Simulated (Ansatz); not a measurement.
Consider the formal exchange of groups at the Si–O bond: `[F][GeH]([F])[O][SiH3]` + `[OH][GeH2][SiH3]` → `[OH][GeH]([SiH3])[SiH3]` + `[OH][GeH]([F])[F]`.

Program: Ansatz. Geometries: PBE0-D4/def2-TZVP. ΔE: electronic, gas phase. CCSD(T)/CBS adds triple-zeta CCSD(T) − MP2 to the extrapolated MP2 energy (def2 sets, frozen cores). DFT in def2-TZVPP. For Ge outer-core shells are correlated without core-valence functions, which leaves a few kJ/mol of doubt a bond. Scalar relativity is left out up to krypton. Each species was taken in one conformer, which may not be the lowest.

```
             level  ΔE (eV)
         revPBE-D4     0.56
               PBE     0.57
         CAM-B3LYP     0.89
       HF/def2-SVP     1.05
SCS-MP2/def2-TZVPP     0.92
CCSD(T)/def2-TZVPP     0.82
     MP2/CBS(def2)     0.85
    CCSD/CBS(def2)     0.85
```

What does CCSD(T)/CBS give? (Estimate.)

Computed: +0.81 eV. The listed levels differ from it by -0.25, -0.24, 0.08, 0.24, 0.11, 0.01, 0.04, 0.04 eV.

Largest T1 diagnostic among the species: 0.013.

Leaving LDA and LC-ωPBE aside and taking each functional with its dispersion term where it has one, the values, not all of them listed here, spread over 0.35 eV, from PBE-D4 to BHLYP-D4. From r2SCAN to r2SCAN0 (25 % exact exchange), in def2-TZVPP and without D4, ΔE moves by +0.04 eV.
